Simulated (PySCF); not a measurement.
An unknown shows these calculated signals:

$^{1}$H NMR (300 MHz, computed): δ 7.12 (m, 4H).

$^{13}$C{$^{1}$H} NMR (computed): δ 165.8 (C, m), 121.9 (CH, m).

Method: GIAO PBE0/pcSseg-1 shieldings, J couplings at B3LYP/pcJ-1 (spin–dipole term only in couplings to heteroatoms), geometry: PBE0-D3(BJ)/def2-SVP, in PySCF 2.14 (no solvent, one averaged value for each set of equivalent atoms, non-relativistic Hamiltonian, a single conformation).

Shifts are taken against calculated references (same method and geometry level): $^{1}$H and $^{13}$C against TMS.

Which of these does the molecule contain: a Si–CH3 group, a methoxy group, a vinyl group CH=CH2, a benzene ring?

Results:


- A Si–CH3 group: no.
- A methoxy group: no.
- A vinyl group CH=CH2: no.
- A benzene ring: yes.

The data belong to SMILES Fc1ccc(F)cc1, C6H4F2; they needn't prove each group on their own.

Carbon signals by region: 1 in the far downfield region (above 160 ppm), 1 in the sp2 and nitrile region (100–160 ppm). Above 160 ppm: 165.8, aromatic carbon bearing fluorine.

C–F couplings over four or more bonds (about 3 Hz to the para carbon of a fluoroarene) are left out. Common functionals overestimate the size of one-bond C–F couplings by tens of Hz; these are unscaled. Multiplet labels drop couplings under 1 Hz and merge nearly equal ones. Couplings among chemically equivalent protons are left out too, so labels in AA′BB′ or AA′XX′ sets are apparent multiplicities. Shifts are as computed. Against solution values, carbons near 30 ppm lie about +2 ppm off and those near 130 ppm about +4 ppm. Of 246 compounds with measured shifts, 49 miss one by over three times the rms of a fit or turn the order of signals round; such compounds aren't used in these exercises.
